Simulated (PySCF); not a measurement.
A run for PySCF: R-HF/STO-3G on GeH2IN (SMILES [NH2][Ge][I]), a point of a torsion scan.

```python
from pyscf import gto, scf, dft, mp
from pyscf.data.elements import chemcore

mol = gto.M(
    atom='''
    N    -0.87497749   -0.09445728   -0.10712125
    Ge    0.70638629   -0.86260501   -0.64003337
    I     1.62403454   -1.65128441    1.65158675
    H    -1.07532661    0.87900764   -0.28392032
    H    -1.30415023   -0.32225427    0.78261011
    ''',
    basis='sto-3g',
    charge=0, spin=0, verbose=3, max_memory=1800)
mf = scf.RHF(mol)
mf.conv_tol = 1e-8
mf.max_cycle = 100
mf.kernel()
if not mf.converged:
    mf = mf.newton().run(mf.mo_coeff, mf.mo_occ)
```

It printed:

```
converged SCF energy = -8957.37992240426
```

The run converged.

Cost: very roughly 0.8 core-seconds.
